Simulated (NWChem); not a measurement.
System: TaHOF₄; SMILES [OH][Ta]([F])([F])([F])[F]

NWChem input:

```
start job
memory heap 200 mb stack 900 mb global 1100 mb
geometry units angstroms noautoz
  Ta     0.000000     0.000000    -0.010135
  F      0.480445     1.799789    -0.071319
  F      1.318441    -1.315972    -0.071319
  F     -1.798886    -0.483817    -0.071319
  F      0.000000     0.000000    -1.899118
  O      0.000000     0.000000     1.864453
  H      0.000000     0.000000     2.821583
end
basis spherical
  * library def2-svp
end
ecp
  Ta library def2-ecp
end
dft
  xc m06-l
  iterations 150
  mulliken
end
task dft gradient
```

Parts of the log:

```
             Northwest Computational Chemistry Package (NWChem) 7.3.0
             --------------------------------------------------------

 C3  symmetry detected

                             Geometry "geometry" -> ""
                             -------------------------

 Output coordinates in angstroms (scale by  1.889725989 to convert to a.u.)

  No.       Tag          Charge          X              Y              Z
 ---- ---------------- ---------- -------------- -------------- --------------
    1 Ta                  73.0000     0.00000000    -0.00000000    -0.00698638
    2 F                    9.0000     1.82405941     0.37798957     0.05419762
    3 F                    9.0000    -1.23937828     1.39068700     0.05419762
    4 F                    9.0000    -0.58468113    -1.76867657     0.05419762
    5 F                    9.0000     0.00000000     0.00000000     1.88199662
    6 O                    8.0000     0.00000000     0.00000000    -1.88157438
    7 H                    1.0000     0.00000000     0.00000000    -2.83870438

 Effective nuclear repulsion energy (a.u.)    1073.5411148289

      Symmetry information
      --------------------

 Group name             C3
 Group number              5
 Group order               3
 No. of unique centers     5

                                 NWChem DFT Module
                                 -----------------

 Summary of "ao basis" -> "ao basis" (spherical)
 ------------------------------------------------------------------------------
       Tag                 Description            Shells   Functions and Types
 ---------------- ------------------------------  ------  ---------------------
 Ta                         def2-svp                12       32   6s3p2d1f
 F                          def2-svp                 6       14   3s2p1d
 O                          def2-svp                 6       14   3s2p1d
 H                          def2-svp                 3        5   2s1p

      Symmetry analysis of basis
      --------------------------

        a          43
        e+         32
        e-         32

  Rotation of axis

            General Information
            -------------------
          SCF calculation type: DFT
          Wavefunction type:  closed shell.
          No. of atoms     :     7
          No. of electrons :    58
           Alpha electrons :    29
            Beta electrons :    29
          Charge           :     0
          Spin multiplicity:     1
          Use of symmetry is: on ; symmetry adaption is: on
          Maximum number of iterations: 150
          AO basis - number of functions:   107
                     number of shells:    45
          Convergence on energy requested:  1.00D-06
          Convergence on density requested:  1.00D-05
          Convergence on gradient requested:  5.00D-04

              XC Information
              --------------
                        M06-L Method XC Functional
                         M06-L Exchange Functional  1.000
                       M06-L Correlation Potential  1.000

             Grid Information
             ----------------
          Grid used for XC integration:  medium
          Radial quadrature: Mura-Knowles
          Angular quadrature: Lebedev.
          Tag              B.-S. Rad. Rad. Pts. Rad. Cut. Ang. Pts.
          ---              ---------- --------- --------- ---------
          Ta                  1.45      123          10.0       590
          F                   0.50       49          12.0       434
          O                   0.60       49           8.0       434
          H                   0.35       45          11.0       434
          Grid pruning is: on
          Number of quadrature shells:   315
          Spatial weights used:  Erf1

      Superposition of Atomic Density Guess
      -------------------------------------

 Sum of atomic energies:        -534.27913323

      Non-variational initial energy
      ------------------------------

 Total energy =    -528.643943
 1-e energy   =   -1382.342095
 2-e energy   =     538.096106
 HOMO         =      -0.514488
 LUMO         =      -0.004623

      Symmetry analysis of molecular orbitals - initial
      -------------------------------------------------

  Numbering of irreducible representations:

     1 a           2 e+          3 e-

  Orbital symmetries:

     1 a           2 e+          3 e+          4 a           5 a
     6 a           7 a           8 e+          9 e+         10 a
    11 a          12 e+         13 e+         14 a          15 a
    16 a          17 e+         18 e+         19 e+         20 e+
    21 a          22 a          23 e+         24 e+         25 e+
    26 e+         27 a          28 e+         29 e+         30 a
    31 e+         32 e+         33 e+         34 e+         35 a
    36 a          37 e+         38 e+         39 a

     ---------------------------------------------
      Total Density - Mulliken Population Analysis
     ---------------------------------------------

    Atom       Charge   Shell Charges
 -----------   ------   -------------------------------------------------------
    1 Ta  13     9.79   0.03 -0.32  1.76  0.56  0.17  0.04  5.50  0.59  0.10  0.96  0.19  0.19
    2 F    9     9.65   1.99  1.15  0.79  3.56  2.15  0.00
    3 F    9     9.65   1.99  1.15  0.79  3.56  2.15  0.00
    4 F    9     9.65   1.99  1.15  0.79  3.56  2.15  0.00
    5 F    9     9.70   1.99  1.16  0.80  3.58  2.17  0.00
    6 O    8     8.89   1.99  1.10  0.66  3.17  1.97  0.00
    7 H    1     0.66   0.53  0.07  0.06

   convergence    iter        energy       DeltaE   RMS-Dens  Diis-err
 ---------------- ----- ----------------- --------- --------- ---------
 d= 0,ls=0.0,diis     1   -531.7593458648 -8.47D+02  4.05D-02  3.26D+00
 d= 0,ls=0.0,diis     2   -527.7287854566  4.03D+00  3.07D-02  4.40D+01
 d= 0,ls=0.0,diis     3   -532.1319294759 -4.40D+00  4.83D-03  2.84D-01
 d= 0,ls=0.0,diis     4   -532.1261935639  5.74D-03  2.71D-03  3.17D-01
 d= 0,ls=0.0,diis     5   -532.1557412406 -2.95D-02  6.97D-04  1.17D-02
  Resetting Diis
 d= 0,ls=0.0,diis     6   -532.1568737801 -1.13D-03  3.11D-04  2.28D-03
 d= 0,ls=0.0,diis     7   -532.1571212069 -2.47D-04  2.38D-04  2.07D-04
 d= 0,ls=0.0,diis     8   -532.1570636688  5.75D-05  1.44D-04  9.53D-04
 d= 0,ls=0.0,diis     9   -532.1571508214 -8.72D-05  1.88D-05  3.12D-06
 d= 0,ls=0.0,diis    10   -532.1571506577  1.64D-07  1.12D-05  4.80D-06
 d= 0,ls=0.0,diis    11   -532.1571511267 -4.69D-07  2.39D-06  1.32D-07

         Total DFT energy =     -532.157151126703
      One electron energy =    -1385.949270471982
           Coulomb energy =      595.824536560097
    Exchange-Corr. energy =      -57.634463813765
 Nuclear repulsion energy =      315.602046598947

 Numeric. integr. density =       57.999990536261

                  Occupations of the irreducible representations
                  ----------------------------------------------

                     irrep           alpha         beta
                     --------     --------     --------
                     a                13.0         13.0
                     e+               16.0         16.0
                     e-                0.0          0.0

                       DFT Final Molecular Orbital Analysis
                       ------------------------------------

 Vector   27  Occ=2.000000D+00  E=-3.651779D-01  Symmetry=e+
              MO Center= -1.5D-01,  7.5D-02,  1.4D+00, r^2= 2.0D+00
   Bfn.  Coefficient  Atom+Function         Bfn.  Coefficient  Atom+Function
  ----- ------------  ---------------      ----- ------------  ---------------
    79      0.498116  5 F  py                82     -0.352535  5 F  py
    78     -0.294157  5 F  px                52     -0.242252  3 F  pz
    81      0.208185  5 F  px                55      0.172865  3 F  pz
    66      0.162454  4 F  pz                69     -0.115922  4 F  pz
    38      0.079799  2 F  pz                93     -0.070649  6 O  py

 Vector   28  Occ=2.000000D+00  E=-3.358982D-01  Symmetry=e+
              MO Center=  1.2D-01,  6.6D-02, -1.5D+00, r^2= 1.7D+00
   Bfn.  Coefficient  Atom+Function         Bfn.  Coefficient  Atom+Function
  ----- ------------  ---------------      ----- ------------  ---------------
    92      0.564088  6 O  px                95      0.428459  6 O  px
    38     -0.226032  2 F  pz                41      0.163828  2 F  pz
    52      0.142992  3 F  pz                19      0.140883  1 Ta d  1
    55     -0.103640  3 F  pz                66      0.083040  4 F  pz
    69     -0.060189  4 F  pz                 7     -0.054199  1 Ta px

[...]

                         DFT ENERGY GRADIENTS

    atom               coordinates                        gradient
                 x          y          z           x          y          z
   1 Ta      0.000000  -0.000000  -0.013202    0.000000   0.000000  -0.000171
   2 F       3.446972   0.714297   0.102419   -0.008703  -0.001780  -0.000454
   3 F      -2.342085   2.628017   0.102419    0.005893  -0.006648  -0.000454
   4 F      -1.104887  -3.342314   0.102419    0.002811   0.008427  -0.000454
   5 F       0.000000   0.000000   3.556458    0.000000  -0.000000  -0.009243
   6 O       0.000000   0.000000  -3.555660   -0.000000   0.000000   0.010992
   7 H       0.000000   0.000000  -5.364373    0.000000   0.000000  -0.000215
```

Level: M06-L/def2-SVP with def2 effective core potentials on Ta. Geometry: optimised at PBE0/def2-SVP. Not confirmed as a minimum by frequencies. def2 effective core potentials on Ta; no spin-orbit coupling.
